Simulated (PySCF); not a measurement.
## In: excitation energy

In [Kr] 4d10 5s2 5p1 (2P) → In [Kr] 4d10 5s2 6s1 (2S), as a difference of total energies. Computed with PySCF 2.14 in aug-cc-pwCVTZ-PP with ECP28MDF, with scalar relativity through the core potential. Correlated levels: valence: 4s2 4p6 4d10 frozen; valence and next inner shell: nothing frozen outside the core potential. The calculations carry no spin-orbit coupling.

| method | excitation energy (eV) | error (eV) |
| --- | --- | --- |
| UHF | 2.710 | -0.129 |
| LDA | 2.821 | -0.018 |
| PBE | 2.703 | -0.136 |
| PBE0 | 2.778 | -0.061 |
| r2SCAN | 2.941 | +0.102 |
| wB97X | 2.889 | +0.050 |
| B97-3 | 2.749 | -0.090 |
| BLYP | 2.735 | -0.104 |
| HSE06 | 2.791 | -0.048 |
| MP2 (valence) | 2.765 | -0.074 |
| SCS-MP2 (valence) | 2.769 | -0.070 |
| MP2 (valence and next inner shell) | 2.726 | -0.113 |
| SCS-MP2 (valence and next inner shell) | 2.707 | -0.132 |

Reference: 2.839 eV (measured; NIST levels, between the centres of gravity of the two terms).

Errors of the correlated levels include the incompleteness of this basis and the frozen core.
